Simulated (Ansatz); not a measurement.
Cartesian coordinates (Å):
SMILES: C(N)N
```xyz
9

N      1.0108     0.4811    -0.3505
C      0.0376    -0.4721     0.2109
N     -1.3414    -0.1601    -0.1174
H      1.9593     0.1007    -0.2908
H      1.0096     1.3502     0.1900
H      0.2812    -1.4590    -0.2138
H      0.0922    -0.5719     1.3119
H     -1.6444     0.6816     0.3771
H     -1.4048     0.0493    -1.1174
```
Charge 0, spin multiplicity 1.

The numbers are results of frozen-core CCSD(T)/cc-pVTZ // PBE-D3(BJ)/def2-TZVP in Ansatz (a quantum-chemistry and plane-wave program), not measurements.

```json
{
 "HF energy": "-150.30295 Ha",
 "MP2 correlation energy": "-0.61465 Ha"
}
```

Question: Estimate the CCSD correlation energy, the (T) correction, the total energy and the T1 diagnostic.

Answer: 
* **CCSD correlation energy**: -0.64177 Ha
* **(T) correction**: -0.02408 Ha
* **CCSD(T) total energy**: -150.96880 Ha
* **T1 diagnostic**: 0.009
